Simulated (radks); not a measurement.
Results of a calculation; reference values are marked as such.
Question: The mean radii <r> (bohr) of the occupied orbitals of an atom or ion are listed with their occupations. Code: a radial shooting solver on a logarithmic mesh with Libxc functionals. Model: Dirac Kohn-Sham, PBE, spin-unpolarised, spherical densities, point nucleus.

orbital  occ.      <r>
1s1/2       2  0.04148
2s1/2       2   0.1831
2p1/2       2   0.1572
2p3/2       4   0.1612
3s1/2       2   0.5169
3p1/2       2   0.5151
3p3/2       4   0.5242
3d3/2       4   0.5088
3d5/2       4   0.5117

Name the element and its charge. Open shells, if any, fill j = l - 1/2 first.

Answer: Z = 36, krypton, charge +10: Kr10+ in [Ar] 3d8. The 1s radius gives Z: for a bare nucleus <r> = (2 gamma + 1)/(2Z) with gamma = sqrt(1 - (Z/c)^2), 0.04069 bohr for Z = 36, and screening makes it slightly larger (0.04148 here). The occupations add up to 26, and the charge is Z minus that.
